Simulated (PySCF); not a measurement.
**Ions at one geometry of [Ce(SH)2]2+**

PySCF 2.14.0, RKS PBE0, Ce def2-SVP with ECP28, S def2-SVP, H def2-SVP; non-relativistic Hamiltonian with scalar-relativistic core potentials where named; density fitting; no spin-orbit coupling; singlets restricted, open shells unrestricted. The geometry is relaxed for charge +2, singlet, vacuum:

```xyz
5

Ce    0.0000    0.0000   -0.1825
S     2.3068    0.2344    0.6036
H     3.1454   -0.4946   -0.1927
S    -2.3068   -0.2344    0.6036
H    -3.1454    0.4946   -0.1927
```

Energies count from the relaxed state; an electron taken off or put on is at rest in vacuum. Charges and spins are Mulliken's.

```json
{"state": "charge +2, singlet, vacuum", "energy (eV)": "0.00", "spin squared": "0.00", "charge on Ce1 (e)": "1.40", "spin on Ce1 (e)": "0.00", "dipole about the centre of mass (D)": "3.37"}
{"state": "charge +1, doublet, vacuum", "energy (eV)": "-13.56", "spin squared": "0.75", "charge on Ce1 (e)": "1.17", "spin on Ce1 (e)": "1.05", "dipole about the centre of mass (D)": "4.72"}
```

What does the state charge +3, doublet, vacuum give?

energy (eV) 19.89, spin squared 0.75, charge on Ce1 (e) 1.59, spin on Ce1 (e) 0.81, dipole about the centre of mass (D) 1.55.

With an electron taken off (doublet) the charges change, summed by element, by Ce +0.18 e, S +0.67 e, H +0.14 e. The vertical ionisation energy is 19.89 eV, against −ε(HOMO) = 18.03 eV of the relaxed state. The level lies 1.9 eV too high, as is usual for semilocal functionals and global hybrids, which keep a self-interaction error.

With an electron put on (doublet) the charges change, summed by element, by Ce -0.23 e, S -0.61 e, H -0.16 e. The vertical electron affinity is 13.56 eV, against −ε(LUMO) = 14.58 eV of the relaxed state.

Open shells may have lower solutions than those found.

No other spin state of this charge was computed.
